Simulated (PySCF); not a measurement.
BrClH₄N₂Si, SMILES N[Si](Cl)(Br)N.

Coordinates come from a PBE0-D3(BJ)/def2-SVP optimisation. The structure was generated by enumeration, and PubChem lists no compound with its InChIKey, so it may never have been made. The values are those of a single conformer.

Computed with TDDFT-LC-ωPBE/def2-SVPD run with PySCF.

Vertical excitations. The molecule is in vacuum.

Computed UV-visible absorptions:
| state | energy (eV) | λ (nm) | f | main pairs |
|---|---|---|---|---|
| S1 | 7.43 | 167 | 0.012 | HOMO→LUMO 49 %, HOMO→LUMO+4 10 % |
| S2 | 7.59 | 163 | 0.038 | HOMO−1→LUMO 43 %, HOMO−1→LUMO+4 9 %, HOMO−3→LUMO+1 7 % |
| S3 | 7.82 | 159 | 0.041 | HOMO→LUMO+1 29 %, HOMO−3→LUMO 15 %, HOMO−1→LUMO+1 9 %, HOMO→LUMO 8 % |
| S4 | 7.83 | 158 | 0.061 | HOMO−2→LUMO 27 %, HOMO−1→LUMO+1 15 %, HOMO−1→LUMO 10 %, HOMO→LUMO+1 6 % |
| S5 | 8.38 | 148 | 0.045 | HOMO−2→LUMO 18 %, HOMO−2→LUMO+1 13 %, HOMO−2→LUMO+4 10 %, HOMO−1→LUMO+1 7 % |
| S6 | 8.53 | 145 | 0.011 | HOMO→LUMO+4 17 %, HOMO→LUMO+10 15 %, HOMO−3→LUMO 12 %, HOMO→LUMO+3 9 % |
| S7 | 8.70 | 143 | 0.061 | HOMO−2→LUMO+4 14 %, HOMO−2→LUMO 12 %, HOMO−1→LUMO 11 %, HOMO−2→LUMO+1 10 % |
| S8 | 8.78 | 141 | 0.209 | HOMO−4→LUMO 20 %, HOMO−3→LUMO 17 %, HOMO−4→LUMO+4 10 %, HOMO−1→LUMO+4 8 % |
| S9 | 8.85 | 140 | 0.023 | HOMO−5→LUMO 14 %, HOMO−5→LUMO+4 9 %, HOMO−1→LUMO+6 9 %, HOMO−1→LUMO+5 8 % |
| S10 | 8.86 | 140 | 0.094 | HOMO−3→LUMO+4 16 %, HOMO→LUMO+6 11 %, HOMO−3→LUMO+1 8 %, HOMO−3→LUMO 7 % |
| T1 | 6.91 | 179 | 0 | HOMO→LUMO 36 %, HOMO→LUMO+4 12 %, HOMO→LUMO+1 8 %, HOMO→LUMO+8 7 % |
| T2 | 7.03 | 176 | 0 | HOMO−1→LUMO 31 %, HOMO−1→LUMO+4 11 %, HOMO−1→LUMO+1 8 %, HOMO−1→LUMO+8 6 % |
| T3 | 7.31 | 170 | 0 | HOMO−2→LUMO 24 %, HOMO→LUMO+1 10 %, HOMO−1→LUMO 9 %, HOMO→LUMO 8 % |
| T4 | 7.34 | 169 | 0 | HOMO−3→LUMO 19 %, HOMO−1→LUMO+1 13 %, HOMO→LUMO+1 13 %, HOMO→LUMO+2 6 % |
Triplets are in the Tamm–Dancoff approximation, which puts them higher than full response would, so one can lie above its singlet here.
